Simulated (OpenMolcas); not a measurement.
## Computed levels of Cu2+

| Quantity | Value |
| --- | --- |
| Program | OpenMolcas 26.06 |
| Method | RASSCF |
| Basis | ANO-RCC-VTZP [6s5p3d2f1g] |
| Scalar Hamiltonian | DKH2, point nucleus |
| Active space | 9 electrons in 9 orbitals (RAS2 3d 4s; RAS3 4p, at most 2 electrons) |
| State averaging | 2S+1 = 2 even, 30 roots; 2S+1 = 4 even, 10 roots kept (CI in the orbitals of an earlier block); 2S+1 = 2 odd, 21 roots; 2S+1 = 4 odd, 24 roots kept (CI in the orbitals of an earlier block) |
| Spin-orbit coupling | state interaction with AMFI integrals over the reference wave functions, term energies averaged over their components |

Spin-free terms above the lowest, with the occupations of the reference:

```
Configuration  Term  E (cm⁻¹)      Occupations
          3d⁹    ²D       0.0          3d 8.99
       3d⁸ 4s    ⁴F     35916  3d 8.00 4s 1.00
       3d⁸ 4s    ²F     41367  3d 8.00 4s 1.00
       3d⁸ 4s    ²D     55775  3d 8.00 4s 1.00
       3d⁸ 4s    ⁴P     57779  3d 8.00 4s 1.00
       3d⁸ 4s    ²P     63221  3d 8.00 4s 1.00
       3d⁸ 4s    ²G     66148  3d 8.00 4s 1.00
```

With spin-orbit coupling, above the lowest level:

| Configuration | Term | J | E (cm⁻¹) | Measured (cm⁻¹) | g | Term weight % |
| --- | --- | --- | --- | --- | --- | --- |
| 3d⁹ | ²D | 5/2 | 0.0 | 0.0 | 1.200 | 100 |
| 3d⁹ | ²D | 3/2 | 2191 | 2072 | 0.800 | 100 |
| 3d⁸ 4s | ⁴F | 9/2 | 35454 | 60805 | 1.334 | 100 |
| 3d⁸ 4s | ⁴F | 7/2 | 36660 | 62065 | 1.236 | 97 |
| 3d⁸ 4s | ⁴F | 5/2 | 37706 | 63149 | 1.027 | 99 |
| 3d⁸ 4s | ⁴F | 3/2 | 38443 | 63887 | 0.401 | 99 |
| 3d⁸ 4s | ²F | 7/2 | 41472 | 67017 | 1.146 | 97 |
| 3d⁸ 4s | ²F | 5/2 | 43394 |  | 0.861 | 98 |
| 3d⁸ 4s | ²D | 5/2 | 56043 | 77968 | 1.299 | 74 |
| 3d⁸ 4s | ²D | 3/2 | 56442 | 78780 | 0.856 | 92 |
| 3d⁸ 4s | ⁴P | 5/2 | 58952 | 80552 | 1.500 | 75 |
| 3d⁸ 4s | ⁴P | 3/2 | 59061 | 80306 | 1.688 | 95 |
| 3d⁸ 4s | ⁴P | 1/2 | 59316 | 80424 | 2.668 | 100 |
| 3d⁸ 4s | ²P | 3/2 | 64001 |  | 1.322 | 97 |
| 3d⁸ 4s | ²P | 1/2 | 64650 | 86134 | 0.669 | 100 |
| 3d⁸ 4s | ²G | 9/2 | 67049 | 89018 | 1.112 | 100 |
| 3d⁸ 4s | ²G | 7/2 | 67052 | 89047 | 0.889 | 100 |
| 3d⁸ 4p | ⁴D° | 7/2 | 87426 |  | 1.424 | 97 |

Against the 14 measured excited levels shown (Sugar and Musgrove, J. Phys. Chem. Ref. Data 19, 527 (1990)) the mean absolute deviation is 21000 cm-1; the largest miss in energy is 3d⁸ 4s ²F_7/2: computed 41472, measured 67017 cm⁻¹ (-38.1 %).

Spin-orbit coupling puts the lowest level 876 cm⁻¹ below the lowest spin-free term.

Without dynamic correlation excited terms often stand tens of per cent too high (terms of higher spin than the ground term too low), and those without a measured partner can miss by more than the paired ones. Some levels mix across a computed gap that differs much from the measured one, so their mixing is not that of the real levels. Terms from blocks run as CI alone lack orbitals of their own. A single d shell beside an s shell can misplace configurations of different d count against each other. Measured partners are found by configuration, term and J. A level has none where our copy of the source lacks it or the pairing is in doubt (some pairs that miss far off the trend of their configuration count as doubtful), and it then counts in no deviation. Levels of configurations outside the active space are missing. The first state left out of the spin-orbit step lies near 110000 cm-1 above the lowest spin-free state of the reference (among the parities and spins computed), and the list stops at four fifths of that energy or lower.

The term weight is that of the spin-free term in the level, not the purity of its configuration. ° marks odd parity.
